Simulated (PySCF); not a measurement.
# TDDFT excited states: C5H9N3Si

C5H9N3Si.
InChI=1S/C5H9N3Si/c9-8-5(3-6-7-8)4-1-2-4/h3-4H,1-2H2,9H3

Method used: PySCF 2.14.0, density-fitted response routines, TDDFT CAM-B3LYP/def2-SVPD, vertical, gas phase, core orbitals frozen in the response. The structure is a single PBE0-D3(BJ)/def2-SVP conformer in the gas phase; no vibrational or solvent corrections. Torsions of this conformer, `[SiH3:1][n:2]1[n:3][n:4][cH:5][c:6]1[CH:7]1[CH2:8][CH2:9]1`: C5–C6–C7–C8 105°.

```
state  E (eV)  E (kJ/mol)  λ (nm)       f   main configurations (H = HOMO, L = LUMO)
   S1    5.50         531   225.5  0.0080                 H-1→L (67%), H-1→L+2 (15%)
   S2    6.29         607   197.0   0.156                                  H→L (76%)
   S3    6.93         669   178.9   0.012      H-2→L (28%), H→L+1 (24%), H→L+2 (12%)
   S4    7.00         675   177.2   0.016                   H→L+1 (44%), H-2→L (17%)
   S5    7.09         684   174.8   0.013  H-1→L+6 (29%), H-1→L+9 (17%), H-2→L (13%)
   S6    7.25         700   170.9  0.0022      H-3→L (23%), H-4→L (21%), H-5→L (19%)
   S7    7.40         714   167.6   0.017     H-1→L+1 (42%), H→L+2 (17%), H→L+1 (8%)
   S8    7.43         717   166.9   0.010    H-1→L+1 (28%), H→L+2 (25%), H→L+1 (16%)
   S9    7.60         733   163.1   0.040      H→L+3 (39%), H→L+2 (16%), H→L+5 (12%)
  S10    7.75         748   160.0   0.022                              H-2→L+1 (71%)
```

Triplets, Tamm–Dancoff:

| state | E (eV) | λ (nm) | main configurations (H = HOMO, L = LUMO) |
| --- | --- | --- | --- |
| T1 | 4.37 | 283.8 | H→L (70%), H→L+2 (15%) |
| T2 | 4.57 | 271.0 | H-1→L (58%), H-1→L+2 (16%) |
| T3 | 5.55 | 223.4 | H-2→L (65%), H-2→L+2 (15%) |
| T4 | 5.89 | 210.7 | H→L+6 (31%), H→L+9 (28%), H→L+4 (10%) |

The lowest singlet lies at 5.50 eV (225 nm, ultraviolet) and is weak; its leading configuration is HOMO-1→LUMO (67%). The strongest level in the table is S2 at 6.29 eV (197 nm, f = 0.156). Löwdin shares by element: HOMO carbon 46% or more, nitrogen 30% or more (atoms not listed hold the other 24%); LUMO nitrogen 30% or more, carbon 13% or more, silicon 12% (atoms not listed hold the other 45%). Orbital energies (eV): HOMO-3 -10.61, HOMO-2 -9.77, HOMO-1 -8.90, HOMO -8.61, LUMO 0.63, LUMO+1 1.03, LUMO+2 1.12. Weighted by f, the mean energy of these states is 6.77 eV. The listed states span 2.25 eV, and the widest gap between neighbours is 0.79 eV (S1 to S2). The vertical ionisation energy (ΔSCF) is 9.26 eV, 1.50 eV above S10. Only the lowest 10 singlets were computed, as vertical energies without vibronic structure.
